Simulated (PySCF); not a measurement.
PySCF 2.14 output of a UHF calculation on a single atom or ion in def2-SVP (4s3p1d, 18 functions), with no relativity, point nucleus:

```
SCF conv_tol = 1e-09
number electrons alpha = 9  beta = 7
cycle= 1 E= -458.885813363429  delta_E= -0.00376  |g|= 0.0241  |ddm|= 0.0559
cycle= 2 E= -458.886189132609  delta_E= -0.000376  |g|= 0.00784  |ddm|= 0.018
cycle= 3 E= -458.886234765875  delta_E= -4.56e-05  |g|= 0.000513  |ddm|= 0.00898
cycle= 4 E= -458.886235027173  delta_E= -2.61e-07  |g|= 5.55e-05  |ddm|= 0.0011
cycle= 5 E= -458.886235030041  delta_E= -2.87e-09  |g|= 1.42e-05  |ddm|= 0.000146
cycle= 6 E= -458.886235030235  delta_E= -1.94e-10  |g|= 9.48e-07  |ddm|= 4.79e-05
converged SCF energy = -458.886235030235  <S^2> = 2.0062817  2S+1 = 3.0041849
```

The run itself started from symmetry-adapted Hartree-Fock orbitals and held the occupation by maximum overlap, so the iterations belong to that start.

Problem. Which element, charge and spin multiplicity is this?

Solution. Cl⁺ (chlorine, charge +1), multiplicity 3; the state was [Ne] 3s2 3p4, high-spin 3P determinant.
